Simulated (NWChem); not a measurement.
Species: SiHF, singlet; SMILES F[SiH]

```xyz
3

Si     0.1001     0.5859     0.0000
H     -1.4500     0.8042     0.0000
F      0.0691    -1.0667     0.0000
```
Atoms are numbered in this order, from 1.

Level: PBE-D3(BJ)/def2-SVP (NWChem), optimised geometry, unscaled harmonic frequencies. Low-valent species are run as closed-shell singlets; no triplet was tried in these runs.

Question: List the harmonic frequencies with IR intensities, and the thermochemistry.

Answer: 
| frequency (cm⁻¹) | IR intensity (km/mol) |
|---|---|
| 817 | 29.0 |
| 845 | 118.5 |
| 1891 | 373.9 |

zero-point energy: 5.1 kcal/mol
thermal correction to the enthalpy at 298.15 K (with zero-point energy): 7.5 kcal/mol
heat capacity Cv: 7.2 cal/(mol K)
entropy at 298.15 K and 1 atm (symmetry number 1): 57.2 cal/(mol K)
dipole moment: 0.88 D

Rigid rotor and harmonic oscillator.
